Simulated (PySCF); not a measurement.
Name the molecule from its bond curve

A diatomic of charge -1 contains Sr. Its singlet curve at PW91 in a double-zeta basis (scalar-relativistic core potentials, PySCF), in eV from the separated fragments:

```csv
R (Å),E (eV)
4.271,-0.335
4.469,-0.375
4.668,-0.396
4.817,-0.402
4.966,-0.402
5.115,-0.398
5.314,-0.387
5.562,-0.369
5.860,-0.344
6.257,-0.308
```

The fit gives ωe = 37.9 cm⁻¹ and the rotational constant Bₑ = 0.01629 cm⁻¹.

Task: Which atom is the partner?

Result: The minimum lies at 4.894 Å, so the reduced mass is 16.8576 u Å² cm⁻¹/(Bₑ·Re²) = 43.21 u. With Sr at 87.91 u the partner weighs about 85.0 u: Rb. The molecule is RbSr⁻.

Closed-shell solutions of metal pairs were not tested for spin polarisation, which can lower them a little. The highest Kohn–Sham level is positive in this anion. Much of that is self-interaction error, but it also means that the finite basis helps to hold the extra electron.
